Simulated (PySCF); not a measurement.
**EuCl3(NH3) relaxed at several levels**

Computed with PySCF 2.14.0, def2-SVP on the ligands, density fitting, scalar-relativistic core potentials, no spin-orbit coupling, vacuum. Each row is relaxed at its own level from the same template. Distances are means of the shortest metal–ligand contacts, charges and spins Mulliken's; removal energies are rigid, with the ligand's formal charge and no counterpoise, so too large; for an anion taken off a cation in vacuum most of it is the attraction of opposite charges, and multiply charged cations can part far more cheaply with an electron moved from ligand to metal. lcecp potentials hold a fixed number of 4f electrons in the core, out of states, spins and gaps.

```csv
level,basis on the metal,point group,M–Cl (Å),M–NH3 (Å),charge on M (e),dipole (D),removal of one Cl (eV),"strongest infrared band, degenerate modes summed (cm⁻¹)",unstable modes (below −25 cm⁻¹)
r2SCAN,lcecp-1-SVP with ECP52,C3v,2.536,2.502,0.84,4.96,8.80,–,not given
```

(1) What does the calculation give for PBE0, lcecp-1-SVP with ECP52?

One start shape was tried for each, so a minimum needn't be the lowest isomer.

Results:

(1) point group: C3v, M–Cl (Å): 2.529, M–NH3 (Å): 2.504, charge on M (e): 0.83, dipole (D): 5.24, removal of one Cl (eV): 8.83, strongest infrared band, degenerate modes summed (cm⁻¹): 337, unstable modes (below −25 cm⁻¹): 0.
```xyz
8

Eu    0.0336   -0.0336    0.0336
Cl    1.1761    1.9123    1.1761
Cl   -1.9123   -1.1761    1.1761
Cl    1.1761   -1.1761   -1.9123
N    -1.4120    1.4120   -1.4120
H    -2.0220    2.0220   -0.8630
H    -0.8630    2.0220   -2.0220
H    -2.0220    0.8630   -2.0220
```
